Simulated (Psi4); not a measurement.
C₃H₅ClF₂, singlet, geometry from GFN2-xTB; MP2/STO-3G (Psi4 1.11).

Input for Psi4:
```
memory 2 GB

molecule mol {
0 1
  C    -2.056048   -0.331222    0.145226
  C    -0.679848   -0.455746    0.776110
  F    -0.421194    0.661162    1.532889
  C     0.418528   -0.625684   -0.278038
  F     1.601016   -0.944226    0.308670
  Cl    0.641721    0.862488   -1.230770
  H    -2.066981    0.499524   -0.555683
  H    -2.790905   -0.142120    0.923077
  H    -2.314314   -1.248093   -0.375275
  H    -0.622535   -1.308854    1.467307
  H     0.171283   -1.439259   -0.970155
}

set basis sto-3g
set reference rhf
set freeze_core true

energy('mp2')
print_variables()
```

It wrote (shortened):

```
    SCF Algorithm Type (re)set to DF.

   => Loading Basis Set <=

    Name: STO-3G
    Role: ORBITAL
    Keyword: BASIS

         ---------------------------------------------------------
                                   SCF
               by Justin Turney, Rob Parrish, Andy Simmonett
                          and Daniel G. A. Smith
                              RHF Reference
         ---------------------------------------------------------

  ==> Geometry <==

    Molecular point group: c1
    Full point group: C1

    Geometry (in Angstrom), charge = 0, multiplicity = 1:

       Center              X                  Y                   Z               Mass
    ------------   -----------------  -----------------  -----------------  -----------------
         C           -2.138180161724    -0.367741099673     0.143816049733    12.000000000000
         C           -0.761980161724    -0.492265099673     0.774700049733    12.000000000000
         F           -0.503326161724     0.624642900327     1.531479049733    18.998403162730
         C            0.336395838276    -0.662203099673    -0.279447950267    12.000000000000
         F            1.518883838276    -0.980745099673     0.307260049733    18.998403162730
         CL           0.559588838276     0.825968900327    -1.232179950267    34.968852682000
         H           -2.149113161724     0.463004900327    -0.557092950267     1.007825032230
         H           -2.873037161724    -0.178639099673     0.921667049733     1.007825032230
         H           -2.396446161724    -1.284612099673    -0.376684950267     1.007825032230
         H           -0.704667161724    -1.345373099673     1.465897049733     1.007825032230
         H            0.089150838276    -1.475778099673    -0.971564950267     1.007825032230

  Running in c1 symmetry.

  Rotational constants: A =      0.11633  B =      0.07590  C =      0.06195 [cm^-1]
  Rotational constants: A =   3487.52720  B =   2275.38151  C =   1857.07353 [MHz]
  Nuclear repulsion =  319.301730879305182

  Charge       = 0
  Multiplicity = 1
  Electrons    = 58
  Nalpha       = 29
  Nbeta        = 29

  ==> Algorithm <==

  SCF Algorithm Type is DF.
  DIIS enabled.
  MOM disabled.
  Fractional occupation disabled.
  Guess Type is SAD.
  Energy threshold   = 1.00e-08
  Density threshold  = 1.00e-08
  Integral threshold = 1.00e-12

  ==> Primary Basis <==

  Basis Set: STO-3G
    Blend: STO-3G
    Number of shells: 25
    Number of basis functions: 39
[...]
  @DF-RHF Final Energy:  -765.78228121635198
    Total Energy =                       -765.7822812163519757
[...]

  //>>>>>>>>>>>>>>>>>>>>>>>>>>>>>>>>>>>//
  //               DFMP2               //
  //<<<<<<<<<<<<<<<<<<<<<<<<<<<<<<<<<<<//

   => Loading Basis Set <=

    Name: (STO-3G AUX)
    Role: RIFIT
    Keyword: DF_BASIS_MP2

	 --------------------------------------------------------
	                          DF-MP2
	      2nd-Order Density-Fitted Moller-Plesset Theory

	        Rob Parrish, Justin Turney, Andy Simmonett,
	           Ed Hohenstein, and C. David Sherrill
	 --------------------------------------------------------

   => Auxiliary Basis Set <=

  Basis Set: (STO-3G AUX)
    Blend: DEF2-SVP-RI
    Number of shells: 130
    Number of basis functions: 372
    Number of Cartesian functions: 423
    Spherical Harmonics?: true
    Max angular momentum: 3

	 --------------------------------------------------------
	                 NBF =    39, NAUX =   372
	 --------------------------------------------------------
	   CLASS    FOCC     OCC    AOCC    AVIR     VIR    FVIR
	   PAIRS      10      29      19      10      10       0
	 --------------------------------------------------------

	-----------------------------------------------------------
	 ==================> DF-MP2 Energies <====================
	-----------------------------------------------------------
	 Reference Energy          =    -765.7822812163519757 [Eh]
	 Singles Energy            =      -0.0000000000000000 [Eh]
	 Same-Spin Energy          =      -0.0231331015120986 [Eh]
	 Opposite-Spin Energy      =      -0.1674754409356677 [Eh]
	 Correlation Energy        =      -0.1906085424477663 [Eh]
	 Total Energy              =    -765.9728897587997380 [Eh]
	-----------------------------------------------------------
	 ================> DF-SCS-MP2 Energies <==================
	-----------------------------------------------------------
	 SCS Same-Spin Scale       =       0.3333333333333333 [-]
	 SCS Opposite-Spin Scale   =       1.2000000000000000 [-]
	 SCS Same-Spin Energy      =      -0.0077110338373662 [Eh]
	 SCS Opposite-Spin Energy  =      -0.2009705291228012 [Eh]
	 SCS Correlation Energy    =      -0.2086815629601674 [Eh]
	 SCS Total Energy          =    -765.9909627793120990 [Eh]
	-----------------------------------------------------------

  Variable Map:
  ----------------------------------------------------------------------------
[...]
  Array Variable Map:
  ----------------------------------------------------------------------------
[...]
[...]
```
